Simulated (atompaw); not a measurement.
u(r) = r·R(r): atom against pseudo-atom (oxygen)

Columns: radius, all-electron u(r) and pseudo u(r) of the 2p shell (level -9.03 eV) of oxygen in the configuration [He] 2s2 2p4; PBE, scalar-relativistic, PAW (atompaw) scheme, atompaw 4.2.0.5.

```json
{"r (bohr)": "0.056", "all-electron": "0.0383", "pseudo": "0.0071"}
{"r (bohr)": "0.112", "all-electron": "0.1240", "pseudo": "0.0282"}
{"r (bohr)": "0.167", "all-electron": "0.2268", "pseudo": "0.0616"}
{"r (bohr)": "0.223", "all-electron": "0.3343", "pseudo": "0.1073"}
{"r (bohr)": "0.279", "all-electron": "0.4359", "pseudo": "0.1629"}
{"r (bohr)": "0.335", "all-electron": "0.5271", "pseudo": "0.2263"}
{"r (bohr)": "0.390", "all-electron": "0.6045", "pseudo": "0.2937"}
{"r (bohr)": "0.446", "all-electron": "0.6710", "pseudo": "0.3651"}
{"r (bohr)": "0.502", "all-electron": "0.7254", "pseudo": "0.4367"}
{"r (bohr)": "0.558", "all-electron": "0.7684", "pseudo": "0.5061"}
{"r (bohr)": "0.613", "all-electron": "0.8002", "pseudo": "0.5699"}
{"r (bohr)": "0.669", "all-electron": "0.8231", "pseudo": "0.6286"}
{"r (bohr)": "0.725", "all-electron": "0.8376", "pseudo": "0.6794"}
{"r (bohr)": "0.781", "all-electron": "0.8448", "pseudo": "0.7212"}
{"r (bohr)": "0.837", "all-electron": "0.8458", "pseudo": "0.7536"}
{"r (bohr)": "0.892", "all-electron": "0.8418", "pseudo": "0.7759"}
{"r (bohr)": "0.948", "all-electron": "0.8334", "pseudo": "0.7895"}
{"r (bohr)": "1.004", "all-electron": "0.8215", "pseudo": "0.7944"}
{"r (bohr)": "1.060", "all-electron": "0.8068", "pseudo": "0.7917"}
{"r (bohr)": "1.115", "all-electron": "0.7902", "pseudo": "0.7828"}
{"r (bohr)": "1.171", "all-electron": "0.7716", "pseudo": "0.7688"}
{"r (bohr)": "1.227", "all-electron": "0.7517", "pseudo": "0.7511"}
{"r (bohr)": "1.283", "all-electron": "0.7308", "pseudo": "0.7309"}
{"r (bohr)": "1.338", "all-electron": "0.7096", "pseudo": "0.7098"}
{"r (bohr)": "1.394", "all-electron": "0.6876", "pseudo": "0.6877"}
{"r (bohr)": "1.450", "all-electron": "0.6654", "pseudo": "0.6654"}
```

How many radial nodes do the two functions have?

The all-electron 2p function has n − l − 1 = 0; the pseudo-wave has 0.

Is the pseudo-wave norm-conserving?

No, it belongs to a PAW set: the norm inside the radius is not constrained, and the difference is carried by the augmentation charge.
